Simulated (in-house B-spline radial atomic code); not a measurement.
Ionising neutral zinc with different functionals

Computed with a B-spline radial code for spherical atoms: non-relativistic Hamiltonian, point nucleus, spin-polarised at highest spin, spherical fractional occupations for the functionals, the average over the highest-spin determinants for Hartree-Fock. The ionisation energy is the difference of two self-consistent energies, [Ar] 3d10 4s2 → [Ar] 3d10 4s1, without Breit or QED terms; ε is the level of the shell that loses the electron (its least bound occupied spin orbital).

```tsv
method	rung	ΔSCF (eV)	-ε(4s) (eV)
Hartree-Fock	Hartree-Fock	7.62	7.96
HF fractional	Hartree-Fock	7.62	7.96
LDA VWN5	LDA	?	?
LDA PW92	LDA	9.69	6.06
LDA exchange-only	LDA	8.45	5.04
PBE	GGA	9.38	5.83
PBEsol	GGA	9.34	5.84
BLYP	GGA	9.49	5.81
RPBE	GGA	9.25	5.73
PW91	GGA	9.43	5.89
BP86	GGA	9.54	6.01
AM05	GGA	9.29	5.79
OLYP	GGA	9.01	5.49
TPSS	meta-GGA	9.15	5.79
SCAN	meta-GGA	9.26	6.11
r2SCAN	meta-GGA	9.19	6.06
M06-L	meta-GGA	9.31	5.82
revTPSS	meta-GGA	?	?
PBE0	global hybrid	9.07	6.54
B3LYP	global hybrid	9.41	6.53
TPSSh	global hybrid	9.05	6.09
M06-2X	global hybrid	9.09	6.81
BHandHLYP	global hybrid	8.96	7.24
r2SCAN0	global hybrid	8.99	6.73
B97-1	global hybrid	9.31	6.36
HSE06	range-separated hybrid	9.12	6.23
wB97X	range-separated hybrid	9.40	8.80
CAM-B3LYP	range-separated hybrid	9.32	7.85
LC-wPBE	range-separated hybrid	8.92	8.91
```

Q: What does LDA VWN5 give?

A: ΔSCF 9.69 eV, and -ε(4s) = 6.06 eV.

Q: What does revTPSS give?

A: ΔSCF 9.16 eV, and -ε(4s) = 5.83 eV.

Q: Among the functionals, which spreads more, the ΔSCF values or the orbital energies?

A: The orbital energies: ΔSCF values span about 1.25 eV and the orbital energies 3.86 eV.

Q: How do they compare with the NIST value?

A: NIST lists 9.394 eV (measured, ground level to ground level). Errors run from -1.77 to +0.30 eV; wB97X is closest (+0.01 eV), but part of that can be cancellation, since the calculations leave out relativity, Breit-QED terms. Hartree-Fock also lacks correlation.
